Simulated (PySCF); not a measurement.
Simulation results for AlBGeH5O, ClGeH2O2, AlGeH3NO

Computed with PySCF 2.14.0. Calculation on a computer-drawn molecule: optimised geometry and harmonic frequencies of an isolated molecule of the commonest isotopes, restricted reference for singlets and unrestricted otherwise, frozen core in MP2; on germanium a core potential holds 10 electrons, which the energies leave out, and 3d is frozen in MP2 and coupled-cluster steps.

Common to all runs: basis cc-pV(D+d)Z; basis and core potential on germanium cc-pVDZ-PP ECP10MDF.

(1) AlBGeH5O

Start structure:
```xyz
9
AlBGeH5O
O      0.6074     3.7337     1.7872
Al     0.1607     2.1215     1.5275
B     -0.2722     0.1784     1.4334
Ge     1.3808    -0.9192     1.5310
H      0.8183     4.6093     1.8535
H     -1.2485    -0.0585     0.8390
H      2.2246    -1.0615     0.3438
H      1.1658    -2.3872     1.9587
H      2.4260    -0.5257     2.5873
```

Settings of this run: charge 0, multiplicity 2 and method HF.

It finds rotational constants 12.95, 0.9781, 0.9492 GHz; total energy -637.7434 hartree; spin squared 0.8369; convergence status largest gradient component 3.395e-05 hartree/bohr.

Drawn bonds:
```
atom  other atom  order
   1           2      1
   2           3      1
   3           4      1
   1           5      1
   3           6      1
   4           7      1
   4           8      1
   4           9      1
```

Optimised structure:
```xyz
9
AlBGeH5O
O      0.4372     3.8347     1.8951
Al     0.4708     2.5256     0.8292
B      0.0397     0.4595     1.1089
Ge     1.5019    -0.9759     1.5224
H      0.2118     3.9192     2.8062
H     -1.0368     0.0487     0.7634
H      1.7116    -1.9296     0.3355
H      1.0546    -1.8207     2.7280
H      2.8720    -0.3708     1.8727
```

Modes:
```
frequency (cm⁻¹)  reduced mass (dalton)
           60.71                  2.715
           65.98                  1.459
           124.6                  5.106
           154.2                  3.293
           334.5                  1.263
           388.5                  2.703
           464.3                  1.038
           507.4                  1.235
             564                  1.345
           637.9                  3.395
           673.7                  1.642
           869.5                  1.816
           902.2                  2.348
           908.3                  1.155
           966.8                  1.033
             974                   1.02
            2180                  1.023
            2185                  1.023
            2203                  1.012
            2687                   1.09
            4223                  1.068
```

(2) ClGeH2O2

Start structure:
```xyz
6
ClGeH2O2
O     -0.6564     0.1714    -1.3166
Ge    -1.8566    -0.6699    -0.4511
O     -1.9682    -0.4592     1.1910
Cl    -3.0539    -1.8858    -1.3944
H      0.0277     0.7674    -0.9441
H     -1.4807     0.1251     1.7197
```

Here we set charge 1, multiplicity 1 and method HF.

Results for ClGeH2O2: rotational constants 6.573, 3.224, 2.163 GHz; total energy -903.5607 hartree; convergence status largest gradient component 5.606e-06 hartree/bohr.

Drawn bonds:
```
atom  other atom  order
   1           2      1
   2           3      1
   2           4      1
   1           5      1
   3           6      1
```

Optimised structure:
```xyz
6
ClGeH2O2
O     -0.6300     0.1579    -1.3557
Ge    -1.8051    -0.6332    -0.4381
O     -2.0193    -0.4600     1.2271
Cl    -3.0615    -1.8941    -1.4156
H     -0.0025     0.7656    -0.9706
H     -1.4699     0.1128     1.7575
```

Modes:
```
frequency (cm⁻¹)  reduced mass (dalton)
           190.3                  10.51
           224.1                  14.03
           249.5                  5.316
           331.9                  1.074
           398.7                  1.115
           537.1                  26.47
           822.5                  6.149
           845.4                  1.502
           931.6                  3.186
           961.8                  1.273
            4048                  1.068
            4060                  1.069
```

(3) ClGeH2O2

Start structure:
```xyz
6
ClGeH2O2
O     -0.6300     0.1579    -1.3557
Ge    -1.8051    -0.6332    -0.4381
O     -2.0193    -0.4600     1.2271
Cl    -3.0615    -1.8941    -1.4156
H     -0.0025     0.7656    -0.9706
H     -1.4699     0.1128     1.7575
```

Here we set charge 1, multiplicity 1 and method MP2.

The calculation gives: rotational constants 6.176, 3.206, 2.11 GHz; total energy -904.1556 hartree; convergence status largest gradient component 1.028e-05 hartree/bohr.

Drawn bonds:
```
atom  other atom  order
   1           2      1
   2           3      1
   2           4      1
   1           5      1
   3           6      1
```

Optimised structure:
```xyz
6
ClGeH2O2
O     -0.6129     0.1615    -1.4062
Ge    -1.8033    -0.6315    -0.4367
O     -2.0505    -0.4780     1.2665
Cl    -3.0687    -1.9013    -1.4212
H     -0.0034     0.7707    -0.9431
H     -1.4495     0.1275     1.7453
```

Modes:
```
frequency (cm⁻¹)  reduced mass (dalton)
           178.6                  10.95
           196.6                  19.25
           224.5                  5.601
           324.3                  1.068
           393.4                  1.092
           521.3                  26.99
           768.4                  10.17
           831.7                  2.991
           892.1                   1.54
           948.8                  1.164
            3738                  1.068
            3751                  1.068
```

(4) AlGeH3NO

Start structure:
```xyz
7
AlGeH3NO
O      0.3726    -2.5131     1.0274
Ge     0.2383    -1.0257     0.4460
N      1.7019    -0.3238    -0.3008
Al     2.5340     0.9732    -1.1081
H      1.1212    -3.1421     0.9365
H     -1.0998    -0.4435     0.8790
H      3.2334     2.1121    -1.8127
```

It was run with charge 1, multiplicity 1 and method HF.

It finds rotational constants 18.29, 1.626, 1.493 GHz; total energy -666.1297 hartree; convergence status largest gradient component 1.909e-05 hartree/bohr.

Drawn bonds:
```
atom  other atom  order
   1           2      1
   2           3      1
   3           4      2
   1           5      1
   2           6      1
   4           7      1
```

Optimised structure:
```xyz
7
AlGeH3NO
O      0.4554    -2.5922     1.0019
Ge     0.2200    -0.9653     0.5086
N      1.4054    -0.0693    -0.2903
Al     2.4525     0.9419    -1.0746
H      1.2861    -3.0182     0.8232
H     -1.1603    -0.5269     0.9034
H      3.4424     1.8671    -1.8049
```

Modes:
```
frequency (cm⁻¹)  reduced mass (dalton)
           90.97                  5.556
           122.8                  4.791
           279.7                  6.423
           439.2                  1.271
             462                  1.177
           469.4                  1.223
           536.7                  15.56
           599.3                  1.078
           784.2                  1.082
           839.4                  10.26
           947.9                  1.132
            1351                  13.08
            2173                  1.052
            2389                  1.021
            4112                  1.068
```
